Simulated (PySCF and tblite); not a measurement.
The numbers below are computed, except where a source is named.
C4H7FO2S, numbered as in [CH3:1][O:2][C@@H:3]1[C@H:4]([F:5])[CH2:6][S@@:7]1=[O:8].

Geometries GFN2-xTB; weights from PBE0-D3(BJ)/def2-SVP (IEF-PCM, acetone) energies and GFN2-xTB thermal corrections, with symmetry numbers and mirror pairs. Conformers within 2.5 kcal/mol (GFN2-xTB free energy) were kept, 4 at most. GIAO shieldings: B97-2/pcSseg-1 (IEF-PCM, acetone). Shifts are against TMS (¹H), TMS (¹³C) at the same level; of two unlike H on one atom, a is the less shielded. (PySCF 2.14, tblite 0.8.)

(1) Predict the averaged NMR shifts at 298.15 K.

(2) How do the conformers differ?

Shifts are unscaled: against experiment ¹³C can be off by 15 ppm or more and ¹H by 0.8 ppm.

## Answers

(1) ¹H: 5.14 (H3, 1H), 5.12 (H4, 1H), 4.26 (H6a, 1H), 4.07 (H1, 3H), 3.60 (H6b, 1H) ppm. ¹³C: 101.2 (C3), 82.2 (C4), 65.0 (C6), 62.1 (C1) ppm.

(2) Torsions listed: C1–O2–C3–S7. The 4-ring runs over atoms 3–4–6–7.
```
conformer                                                    shape  weight %
        1   4-ring puckered (ring torsions -25, 20, -20, 24°); 86°      99.3
        2  4-ring puckered (ring torsions -25, 21, -20, 25°); 167°       0.6
        3  4-ring puckered (ring torsions 13, -11, 11, -13°); -49°       0.1
```

```json
{"signal": "H1", "1": "4.07", "2": "4.11", "3": "4.43", "average": "4.07"}
{"signal": "H3", "1": "5.14", "2": "4.98", "3": "4.63", "average": "5.14"}
{"signal": "H4", "1": "5.12", "2": "5.11", "3": "6.38", "average": "5.12"}
{"signal": "H6a", "1": "4.26", "2": "4.28", "3": "3.72", "average": "4.26"}
{"signal": "H6b", "1": "3.60", "2": "3.69", "3": "3.05", "average": "3.60"}
{"signal": "C1", "1": "62.1", "2": "64.1", "3": "60.2", "average": "62.1"}
{"signal": "C3", "1": "101.3", "2": "99.4", "3": "91.9", "average": "101.2"}
{"signal": "C4", "1": "82.1", "2": "85.9", "3": "107.6", "average": "82.2"}
{"signal": "C6", "1": "65.0", "2": "66.1", "3": "57.8", "average": "65.0"}
```


Conformer gaps in def2-SVP on xTB geometries can be 2 kcal/mol too large for S=O, P=O and other polar bonds.